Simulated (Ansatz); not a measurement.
Mulliken charges of `Cl[C]1=C[CH2][GeH2]1` from r2SCAN/def2-TZVPP in Ansatz (PBE0-D4/def2-TZVP geometry).

```
atom   x (Å)   y (Å)   z (Å)  charge (e)
 Cl1  -2.422  -0.254   1.633      -0.103
  C2  -1.009  -0.118   0.680      -0.078
  C3  -0.459  -1.056  -0.100      -0.056
  C4   0.777  -0.466  -0.740      -0.186
 Ge5   0.359   1.206   0.251       0.217
  H6  -0.826  -2.069  -0.258       0.076
  H7   1.708  -0.962  -0.458       0.078
  H8   0.728  -0.396  -1.829       0.078
  H9   1.308   1.629   1.384      -0.012
 H10  -0.082   2.435  -0.562      -0.013
```

Task: By hand: the dipole of these point charges (1 e Å = 4.8032 D).

Result: Σ q r = (0.400, 0.129, -0.231) e Å, of length 0.480 e Å = 2.31 D.

Task: How does the dipole of the full density compare? (Best estimate.)

Result: The calculation gave: (0.309, -0.003, -0.222) e Å, 1.83 D; the point charges give 1.26 times that, at 17° from its direction.

Point charges leave out the atoms' own dipoles, such as those of lone pairs, and Mulliken's split depends on the basis, so the two needn't agree.
